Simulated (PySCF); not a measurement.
Species: C8H12OP (charge -1).
Bonds: C1–C2, C2–C3, C3–C4 (aromatic), C4–C5, C4–C6 (aromatic), C6–P7 (aromatic), P7–C8 (aromatic), C8–O9, O9–C10, C3–C8 (aromatic). Hydrogens: H11, H12, H13 on C1; H14, H15 on C2; H16, H17, H18 on C5; H19 on C6; H20, H21, H22 on C10.

NICS is the negative of the GIAO shielding at a point without a nucleus: at the ring centre (0) and 1 Å above and below it (1); zz is the component along the ring normal. Level: GIAO PBE0/pcSseg-1 (PySCF, non-relativistic, gas phase) on the GFN2-xTB geometry, one conformer.

Ring bond lengths (Å), with Mayer bond orders in brackets: C3–C4 1.411 (1.33), C4–C6 1.376 (1.53), C6–P7 1.747 (1.22), P7–C8 1.754 (1.23), C8–C3 1.384 (1.51).

**Question.** What do the NICS probes read (ppm)?

**Answer.** 
```
          ring                                               type  NICS(0)  NICS(1), two faces  NICS(1)zz, two faces  rms pucker (Å)  centre to ring atoms, mean (Å)
C3–C4–C6–P7–C8  5-membered ring with P; formal bonds all aromatic    -13.5       -10.8 / -10.9         -26.4 / -26.8            0.00                            1.30
```

**Question.** What can be read from them?

**Answer.** 
- C3–C4–C6–P7–C8: mean NICS(1)zz -26.6 ppm, shielded.

**Question.** And the bond-length index? HOMA = 1 − mean of α(R − Ropt)² over the ring bonds, with Krygowski's 1993 parameters (CC: Ropt 1.388 Å, α 257.7 Å⁻²; CP: Ropt 1.698 Å, α 118.91 Å⁻²).

**Answer.** 
- C3–C4–C6–P7–C8: HOMA 0.83; the largest term is that of P7–C8, α(R − Ropt)² = 0.38.

**Question.** Give the inner angles of the rings and the Hirshfeld charges of the ring atoms.

**Answer.** 
- C3–C4–C6–P7–C8: C3 111.7° (-0.086 e), C4 112.5° (-0.067 e), C6 113.6° (-0.211 e), P7 88.8° (-0.236 e), C8 113.5° (-0.052 e); sum 540.0° against 540° for a flat convex ring.

**Question.** How shielded are the nuclei of the rings and their hydrogens (means over atoms taken as equivalent)?

**Answer.** 
| atoms | environment | σ isotropic (ppm) | principal values of the symmetric part, first atom (ppm) |
| --- | --- | --- | --- |
| C3 | substituted aromatic carbon | 71.8 | 17.2, 51.6, 146.7 |
| C4 | substituted aromatic carbon | 68.7 | -9.6, 67.9, 147.8 |
| C6 | aromatic CH carbon | 70.5 | -31.8, 97.5, 145.9 |
| P7 | phosphorus bonded to 2 C | 321.4 | 223.1, 282.8, 458.2 |
| C8 | aromatic carbon bearing oxygen | 2.5 | -80.2, 17.3, 70.3 |
| H19 | aromatic hydrogen | 25.80 | 23.5, 26.0, 27.9 |

Conformer computed: `[CH3:1][CH2:2][c:3]1[c:4]([CH3:5])[cH:6][p-:7][c:8]1[O:9][CH3:10]`: C1–C2–C3–C4 91°, P7–C8–O9–C10 2°.
